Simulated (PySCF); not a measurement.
Silole, C4H6Si.
Bonds: C1–C2 (double), C2–Si3, Si3–C4, C4–C5 (double), C1–C5. Hydrogens: H6 on C1; H7 on C2; H8, H9 on Si3; H10 on C4; H11 on C5.

Method used: PBE0-D3(BJ)/def2-SVP geometry optimisation, gas phase (PySCF).

Give the optimised bond lengths and angles.

```json
{"bond": "C1=C2, C4=C5", "length (Å)": "1.350"}
{"bond": "C2–Si3, Si3–C4", "length (Å)": "1.874"}
{"bond": "C1–C5", "length (Å)": "1.481"}
{"bond": "C1–H6, C5–H11", "length (Å)": "1.096"}
{"bond": "C2–H7, C4–H10", "length (Å)": "1.092"}
{"bond": "Si3–H8, Si3–H9", "length (Å)": "1.496"}
```

Bonds in one row agree within 0.01 Å and their mean is given. A selection of angles:
```json
{"angle": "C2–C1–C5", "degrees": "117.1"}
{"angle": "C2–C1–H6", "degrees": "123.4"}
{"angle": "C5–C1–H6", "degrees": "119.5"}
{"angle": "C1–C2–Si3", "degrees": "106.6"}
{"angle": "C1–C2–H7", "degrees": "122.5"}
{"angle": "Si3–C2–H7", "degrees": "130.9"}
{"angle": "C2–Si3–C4", "degrees": "92.6"}
{"angle": "C2–Si3–H8", "degrees": "114.0"}
{"angle": "H8–Si3–H9", "degrees": "108.1"}
```

Dihedral angles: C5–C1–C2–Si3 0° (synperiplanar); C1–C2–Si3–C4 0° (synperiplanar); C2–Si3–C4–C5 0° (synperiplanar); Si3–C4–C5–C1 0° (synperiplanar); C2–C1–C5–C4 0° (synperiplanar).

The 5-membered ring C1–C2–Si3–C4–C5 has internal angles of 92.6° to 117.1°; it is planar, 0.00 Å rms from its mean plane, widest ring torsion 0°. The 5 heavy atoms lie in one plane (0.000 Å rms). Si3 (SiH2 silicon) has angles from 92.6° to 114.0°. The 3 C–C bonds span 1.350 Å (C1=C2, drawn double) to 1.481 Å (C1–C5, drawn single), a spread of 0.131 Å.

Point group: C2v (tolerance 0.08 Å). Stationary, but not proved a minimum.
